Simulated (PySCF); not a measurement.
C2H6Al, charge +1.

```xyz
9

Al     0.0000     0.0000     0.0000
C      0.0000     0.0000    -1.9140
H      0.8890     0.5132    -2.2938
H     -0.8890     0.5132    -2.2938
H      0.0000    -1.0265    -2.2938
C      0.0000     0.0000     1.9140
H      0.8890    -0.5132     2.2938
H     -0.8890    -0.5132     2.2938
H      0.0000     1.0265     2.2938
```
Charge +1, spin multiplicity 1.

Geometry: TPSSh-D3(BJ)/def2-TZVP. The multiplicity is an assumed one; other spin states were not compared. The isomer is the one that the SMILES or the coordinates give; other isomers of the formula were not compared.

These are B3LYP/pcSseg-1 run with PySCF values and carry that method's errors. Non-relativistic, no solvent.

Computed absolute GIAO shielding of each atom: isotropic value and principal components (ppm):
```csv
atom,σ(iso),σ11,σ22,σ33,span
Al1,221.2,-56.2,-56.2,776.0,832.1
C2,180.0,168.0,168.0,203.8,35.8
H3,30.1,25.9,26.9,37.4,11.6
H4,30.1,25.9,26.9,37.4,11.6
H5,30.1,25.9,26.9,37.4,11.6
C6,180.0,168.0,168.0,203.8,35.8
H7,30.1,25.9,26.9,37.4,11.6
H8,30.1,25.9,26.9,37.4,11.6
H9,30.1,25.9,26.9,37.4,11.6
```
